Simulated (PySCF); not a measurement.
Geometries of 2 isomers of C2H7NOSi, from PBE0-D3(BJ)/def2-SVP geometry optimisation, gas phase in PySCF. One conformer each, no zero-point energy, no frequencies.

**Question.** Which isomer lies lower at this level?
A.
```xyz
12
angstrom
C     -1.509   -0.553    0.587
O     -1.587    0.830    0.319
C     -0.492    1.433   -0.160
N      0.632    0.944   -0.410
Si     1.771   -0.330   -0.479
H     -0.741   -0.771    1.346
H     -1.271   -1.124   -0.325
H     -2.493   -0.855    0.963
H     -0.731    2.499   -0.316
H      1.283   -1.690   -0.062
H      2.916    0.024    0.412
H      2.260   -0.444   -1.885
```
B.
```xyz
12
angstrom
C     -1.680    0.217    0.670
C     -0.793   -0.894    0.177
O     -1.179   -2.039    0.078
Si     1.062   -0.572   -0.278
N      1.511    1.098   -0.226
H     -1.258    0.637    1.599
H     -1.696    1.045   -0.056
H     -2.697   -0.157    0.852
H      1.875   -1.274    0.758
H      1.261   -1.225   -1.609
H      1.314    1.735   -0.988
H      2.317    1.400    0.307
```

**Answer.** B. That is `CC(=O)[SiH2]N`, 14.9 kcal/mol below the other.

| SMILES | atoms numbered as above | E (Eh) | relative (kcal/mol) | relative (kJ/mol) | dipole (D) |
| --- | --- | --- | --- | --- | --- |
| CC(=O)[SiH2]N | [CH3:1][C:2](=[O:3])[SiH2:4][NH2:5] | -499.29782 | 0.0 | 0.0 | 3.81 |
| CO/C=N\[SiH3] | [CH3:1][O:2]/[CH:3]=[N:4]\[SiH3:5] | -499.27408 | 14.9 | 62.3 | 1.67 |

As drawn, the lower has a C=O bond, an N–H bond and an Si–C bond, which the higher lacks; the higher has a C=N bond, which the lower lacks.
